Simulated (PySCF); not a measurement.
Species: CH3AlF, net charge 0, doublet state. It need not be the lowest isomer of its formula. SMILES: [Al]([CH3])[F]
Geometry: optimised at B3LYP-D3(BJ)/def2-TZVP (Ansatz).

Dispersion corrections to the total energy (kcal/mol) from the dftd3 and dftd4 libraries through PySCF: D3(BJ) without and D4 with the three-body term, each with the damping fitted for the functional named.

```json
[
 {"functional": "BLYP", "D3(BJ)": "___", "D4": "-4.18"},
 {"functional": "B2PLYP", "D3(BJ)": "-1.66", "D4": "___"},
 {"functional": "HSE06", "D3(BJ)": "-1.26", "D4": "-1.44"},
 {"functional": "HF", "D3(BJ)": "-17.64", "D4": "-6.98"},
 {"functional": "B2GP-PLYP", "D3(BJ)": "-1.59", "D4": "-0.77"},
 {"functional": "BP86", "D3(BJ)": "-3.16", "D4": "-2.48"},
 {"functional": "PBE", "D3(BJ)": "___", "D4": "-1.86"}
]
```

### Question
Fill in the missing entries.

### Answer

- BLYP, D3(BJ): -4.21
- B2PLYP, D4: -1.28
- PBE, D3(BJ): -1.88
